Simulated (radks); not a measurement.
Values are calculated unless marked as measured or tabulated.
Coulomb parameter of the 4f shell of the praseodymium ion Pr2+ in the model configuration [Xe] 4f1.5 6s1.5, as a second difference U = [E(n + 0.25) + E(n - 0.25) - 2 E(n)] / (0.25)^2 with all orbitals relaxed. "Bare": the charge of the atom changes with n. "Screened": the 6s shell takes up the change at fixed total charge, which measures U(4f,4f) + U(6s,6s) - 2 U(4f,6s). Level of theory: scalar-relativistic Kohn-Sham, LDA (Slater exchange, Perdew-Wang correlation), spin-unpolarised, spherical densities, finite nucleus; Fermi nuclear charge, rms radius 4.8919 fm (a radial shooting solver on a logarithmic mesh with Libxc functionals).

case,configuration,E - E(n) (eV)
start,[Xe] 4f1.5 6s1.5,0.000
bare +0.25,[Xe] 4f1.75 6s1.5,-6.135
bare -0.25,[Xe] 4f1.25 6s1.5,7.220
screened +0.25,[Xe] 4f1.75 6s1.25,-2.348
screened -0.25,[Xe] 4f1.25 6s1.75,2.829

U(bare) = 17.355 eV, U(screened by 6s) = 7.705 eV, against the Slater integral F0(4f,4f) = 25.798 eV with frozen orbitals.
